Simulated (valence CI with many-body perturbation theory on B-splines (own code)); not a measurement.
# Au⁴⁶⁺: what each term of the Hamiltonian does

Computed by valence CI with perturbative core correlation (CI+MBPT): five valence electrons over a frozen Dirac-Fock core [Ar] 3d10, radial functions for each j: 9 s, 9 p, 8 d, 6 f, 3 g, 1 h, with the one-electron correlation potential Σ1, the two-electron term Σ2, the three-electron term Σ3, Breit, model QED; selected CI, second order for the rest (own B-spline code, finite nucleus).

The last digits are not significant, and no measured levels were compared; by estimate large intervals hold to a few tenths of a per cent, small ones and those within an open d or f shell to about a per cent. Among the levels kept, up to 360 cm⁻¹ of a level comes from second order outside the variational space, and about a tenth of that is noise between levels of different J, which matters for small intervals.

Each rung adds one term. CI alone is the Dirac-Coulomb CI over the frozen core; QED comes last and gives the full result, which names the levels. Energies are above (4s^2 4p1/2^2 4p3/2) J=3/2 on the same rung, in cm⁻¹.

Levels are named by their leading jj configuration (3d3/2^4 stands for four electrons in 3d with j = 3/2), which in mixed levels can hold well under half, so a name can repeat and another be missing. Letters in brackets count levels of one name in rising energy.

| Level | CI alone |
| --- | --- |
| (4s^2 4p1/2 4p3/2^2) J=3/2 | 1043570 |
| (4s^2 4p1/2 4p3/2^2) J=5/2 | 1093220 |
| (4s^2 4p1/2 4p3/2^2) J=1/2 | 1154550 |
| (4s^2 4p1/2^2 4d3/2) J=3/2 | 1396210 |
| (4s^2 4p1/2^2 4d5/2) J=5/2 | 1684740 |
| (4s 4p1/2^2 4p3/2^2) J=5/2 | 1955470 |
| (4s 4p1/2^2 4p3/2^2) J=1/2 | 2082700 |
| (4s 4p1/2^2 4p3/2^2) J=3/2 | 2101340 |
| (4s^2 4p3/2^3) J=3/2 | 2207120 |
| (4s^2 4p1/2 4p3/2 4d3/2) J=5/2 [a] | 2433620 |
| (4s^2 4p1/2 4p3/2 4d3/2) J=3/2 [a] | 2438420 |
| (4s^2 4p1/2 4p3/2 4d3/2) J=1/2 [a] | 2439410 |
| (4s^2 4p1/2 4p3/2 4d3/2) J=7/2 | 2483940 |
| (4s^2 4p1/2 4p3/2 4d3/2) J=5/2 [b] | 2620710 |
| (4s^2 4p1/2 4p3/2 4d3/2) J=3/2 [b] | 2635280 |
| (4s^2 4p1/2 4p3/2 4d3/2) J=1/2 [b] | 2642330 |

(1) What do these energies become with core correlation, Breit and QED?

(2) How does the ionisation energy move along the ladder, and which term matters most?

Results:

(1) (4s^2 4p1/2 4p3/2^2) J=3/2 1037750 (-5815); (4s^2 4p1/2 4p3/2^2) J=5/2 1086010 (-7204); (4s^2 4p1/2 4p3/2^2) J=1/2 1147070 (-7484); (4s^2 4p1/2^2 4d3/2) J=3/2 1386900 (-9314); (4s^2 4p1/2^2 4d5/2) J=5/2 1669850 (-14883); (4s 4p1/2^2 4p3/2^2) J=5/2 1943920 (-11547); (4s 4p1/2^2 4p3/2^2) J=1/2 2069560 (-13139); (4s 4p1/2^2 4p3/2^2) J=3/2 2085710 (-15636); (4s^2 4p3/2^3) J=3/2 2193630 (-13491); (4s^2 4p1/2 4p3/2 4d3/2) J=5/2 [a] 2417980 (-15644); (4s^2 4p1/2 4p3/2 4d3/2) J=3/2 [a] 2422590 (-15834); (4s^2 4p1/2 4p3/2 4d3/2) J=1/2 [a] 2424240 (-15168); (4s^2 4p1/2 4p3/2 4d3/2) J=7/2 2467000 (-16943); (4s^2 4p1/2 4p3/2 4d3/2) J=5/2 [b] 2596450 (-24264); (4s^2 4p1/2 4p3/2 4d3/2) J=3/2 [b] 2609500 (-25786); (4s^2 4p1/2 4p3/2 4d3/2) J=1/2 [b] 2617940 (-24383).

(2) CI alone 2445.7, + Σ1 2447.3, + Σ2 2447.6, + Σ3 2447.3, + Breit 2445.4, + QED 2445.2 eV. The largest step is Breit, -1.9 eV. NIST lists 2443 ± 4 eV (theoretical).
